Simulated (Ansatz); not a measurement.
Basis-set series for GaH₆NSi, SMILES `N[SiH2][GaH2]`. Total charge 0; spin multiplicity 1. The geometry is a stationary point of PBE0-D4/def2-TZVP. It is one conformer, not always the lowest.

```xyz
9

N    -0.8598   -1.3774   -0.3651
Si    0.0786   -0.3785    0.6864
Ga    0.8073    1.5785   -0.5177
H    -1.5015   -0.9472   -1.0109
H    -1.2184   -2.2620   -0.0411
H     1.2351   -1.1867    1.1685
H    -0.6256    0.0711    1.9343
H     0.1032    2.0152   -1.8605
H     1.9813    2.4869    0.0061
```

```json
{"functional": "PBE0-D4", "basis": "def2-SVP", "functions": "94", "energy (Eh)": "-2271.88239", "HOMO (eV)": "-6.96", "LUMO (eV)": "-1.91"}
{"functional": "PBE0-D4", "basis": "def2-TZVPP", "functions": "205", "energy (Eh)": "-2272.30450", "HOMO (eV)": "-7.12", "LUMO (eV)": "-1.96"}
{"functional": "ωB97M-V", "basis": "def2-SVP", "functions": "94", "energy (Eh)": "-2272.15451", "HOMO (eV)": "-9.10", "LUMO (eV)": "-0.17"}
{"functional": "ωB97M-V", "basis": "def2-TZVPP", "functions": "205", "energy (Eh)": "-2272.57991", "HOMO (eV)": "-9.24", "LUMO (eV)": "-0.23"}
```

Task: Give the rows for def2-QZVPP. (An estimate is asked.)

Result: The calculation gave: 
```json
{"functional": "PBE0-D4", "basis": "def2-QZVPP", "functions": "396", "energy (Eh)": "-2272.36190", "HOMO (eV)": "-7.14", "LUMO (eV)": "-1.98"}
{"functional": "ωB97M-V", "basis": "def2-QZVPP", "functions": "396", "energy (Eh)": "-2272.63550", "HOMO (eV)": "-9.26", "LUMO (eV)": "-0.35"}
```

Scalar relativity is left out up to krypton.

Results of the Gaussian-basis code of Ansatz.
